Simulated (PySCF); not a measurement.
BiCl₃, charge -1, multiplicity 2. Atoms are numbered in the order given.

```xyz
4

Bi     0.0000     0.0000     0.0000
Cl    -2.6861     0.0000     0.0000
Cl     1.3431     2.3262     0.0000
Cl     1.3431    -2.3262     0.0000
```
Charge -1, spin multiplicity 2.

The structure is a stationary point at B3LYP-D3(BJ)/def2-SVPD. The spin state was assumed, not searched. The isomer is the one that the SMILES or the coordinates give; other isomers of the formula were not compared. The def2 effective core potentials stand for the cores of Bi; spin–orbit coupling is left out.

Calculation: CAM-B3LYP/def2-TZVPD (PySCF).

The molecule is in vacuum.

Computed frontier levels, dipole moment and polarisability:
```
Property                                                            Result
------------------------------------------------  ------------------------
α spin, highest occupied and lowest empty level          -3.42 and 2.90 eV
β spin, highest occupied and lowest empty level          -4.84 and 1.44 eV
dipole moment about the centre of nuclear charge                    0.00 D
mean static polarisability                          116.9 bohr³ (17.33 Å³)
polarisability, principal values                  81.7, 134.6, 134.6 bohr³
⟨S²⟩                                               0.753 (pure state 0.75)
```
